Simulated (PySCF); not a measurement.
Compound: C₆H₁₁FO₂Si.
Numbering: `[CH3:1]/[C:2](=[CH:3]\[F:4])[C@H:5]1[CH2:6][CH2:7][O:8][SiH2:9][O:10]1`

Probes without a nucleus sit at each ring's centroid and 1 Å off its mean plane on both sides; NICS is minus the shielding there, NICSzz its component along the normal. Level: GIAO PBE0/pcSseg-1 (PySCF, non-relativistic, gas phase) on the GFN2-xTB geometry, one conformer.

Ring bond lengths (Å), with Mayer bond orders in brackets: C5–C6 1.534 (1.00), C6–C7 1.525 (1.05), C7–O8 1.401 (0.88), O8–Si9 1.631 (0.98), Si9–O10 1.630 (0.95), O10–C5 1.401 (0.86).

Q: Give the NICS values of each ring in ppm.

A: 
| ring | type | NICS(0) | NICS(1), two faces | NICS(1)zz, two faces | rms pucker (Å) | centre to ring atoms, mean (Å) |
| --- | --- | --- | --- | --- | --- | --- |
| C5–C6–C7–O8–Si9–O10 | 6-membered ring with 2 O and Si; formal bonds all single | -1.5 | -1.8 / -0.1 | 2.8 / 2.7 | 0.20 | 1.48 |

Q: What do they say, and how far can they be read as aromaticity?

A: 
- C5–C6–C7–O8–Si9–O10: mean NICS(1)zz 2.7 ppm, near zero. C5, C6, C7, Si9 have four or more neighbours, and the NICS criterion for π rings isn't applied.

Q: At the first NICS(1) probe listed for ring C5–C6–C7–O8–Si9–O10, 1 Å off the ring, how large is the induced field along the normal in 14.1 T applied along it?

A: NICSzz × B0 = 2.8 ppm × 14.1 T = 39 μT, along the applied field.

Q: What are the shieldings of the ring atoms and their hydrogens in the same run (means over atoms taken as equivalent)?

A: 
```json
{"atoms": "C5", "environment": "sp3 carbon bound to oxygen", "σ isotropic (ppm)": "108.4", "principal values of the symmetric part, first atom (ppm)": "94.8, 100.1, 130.1"}
{"atoms": "C6", "environment": "ring CH2 carbon", "σ isotropic (ppm)": "143.9", "principal values of the symmetric part, first atom (ppm)": "131.2, 148.4, 152.3"}
{"atoms": "C7", "environment": "sp3 carbon bound to oxygen", "σ isotropic (ppm)": "120.3", "principal values of the symmetric part, first atom (ppm)": "97.3, 109.7, 153.8"}
{"atoms": "O8", "environment": "silyl ether oxygen", "σ isotropic (ppm)": "302.6", "principal values of the symmetric part, first atom (ppm)": "243.9, 305.6, 358.4"}
{"atoms": "Si9", "environment": "oxygen-bound silicon", "σ isotropic (ppm)": "380.3", "principal values of the symmetric part, first atom (ppm)": "344.5, 394.5, 402.0"}
{"atoms": "O10", "environment": "silyl ether oxygen", "σ isotropic (ppm)": "285.2", "principal values of the symmetric part, first atom (ppm)": "240.9, 279.9, 334.7"}
{"atoms": "H on C5", "environment": "methine hydrogen", "σ isotropic (ppm)": "27.14", "principal values of the symmetric part, first atom (ppm)": "23.5, 26.8, 31.1"}
{"atoms": "H on C6", "environment": "methylene hydrogen", "σ isotropic (ppm)": "30.07", "principal values of the symmetric part, first atom (ppm)": "26.6, 29.9, 33.7"}
{"atoms": "H on C6", "environment": "methylene hydrogen", "σ isotropic (ppm)": "29.94", "principal values of the symmetric part, first atom (ppm)": "24.9, 30.4, 34.5"}
{"atoms": "H on C7", "environment": "methylene hydrogen", "σ isotropic (ppm)": "27.36", "principal values of the symmetric part, first atom (ppm)": "22.8, 27.0, 32.4"}
{"atoms": "H on C7", "environment": "methylene hydrogen", "σ isotropic (ppm)": "27.20", "principal values of the symmetric part, first atom (ppm)": "21.9, 26.9, 32.8"}
{"atoms": "H on Si9", "environment": "Si–H hydrogen", "σ isotropic (ppm)": "26.60", "principal values of the symmetric part, first atom (ppm)": "22.9, 24.0, 32.9"}
{"atoms": "H on Si9", "environment": "Si–H hydrogen", "σ isotropic (ppm)": "26.66", "principal values of the symmetric part, first atom (ppm)": "23.3, 24.2, 32.5"}
```
